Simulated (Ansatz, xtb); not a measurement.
**A geometry optimisation of ClGa2H4N with r2SCAN-D4/def2-SVP**

The starting geometry of this gas-phase singlet was built from a drawn formula by distance geometry; its bonds are those of `[NH2][GaH][GaH][Cl]`.

```yaml
atoms:
  - { symbol: Cl, position_ang: [2.3496, -0.8003, -1.7663] }
  - { symbol: Ga, position_ang: [0.2015, -1.0345, 1.9245] }
  - { symbol: Ga, position_ang: [1.6093, -1.7187, -0.0957] }
  - { symbol: N, position_ang: [-1.1371, 0.3881, 1.7641] }
  - { symbol: H, position_ang: [-2.0062, 0.0633, 2.3586] }
  - { symbol: H, position_ang: [-1.4121, 0.3780, 0.7802] }
  - { symbol: H, position_ang: [-0.8437, -2.3068, 1.7427] }
  - { symbol: H, position_ang: [1.8162, -3.2940, -0.2418] }
```

Problem. Predict what it relaxes into with r2SCAN-D4/def2-SVP.

Solution. It keeps its bonds, and is `[NH2][GaH][GaH][Cl]`.

The energy falls by 2.21 eV over 18 steps:

| step | E − E(last) (eV) |
| --- | --- |
| 1 | 2.213 |
| 3 | 0.867 |
| 5 | 0.363 |
| 7 | 0.094 |
| 9 | 0.061 |
| 10 | 0.049 |
| 12 | 0.025 |
| 14 | 0.004 |
| 16 | 0.000 |
| 18 | 0.000 |

Final geometry (Å):

```xyz
8

Cl    1.5734   -0.2078   -1.2624
Ga   -0.3488   -1.6318    1.6324
Ga    1.3771   -2.0235   -0.0514
N    -1.0191    0.0295    1.3625
H    -1.7525    0.4801    1.9011
H    -0.6696    0.6295    0.6195
H    -0.9480   -2.4660    2.8062
H     2.3650   -3.1350   -0.5417
```

From the same start GFN2-xTB ends elsewhere, in pieces: ClGa2H2N + H2.

No frequencies were run, so the end isn't proven a minimum. Run with Ansatz 0.2.0, 28 s on 2 threads of Intel(R) Xeon(R) 6975P-C (Granite Rapids), with other jobs on the host.
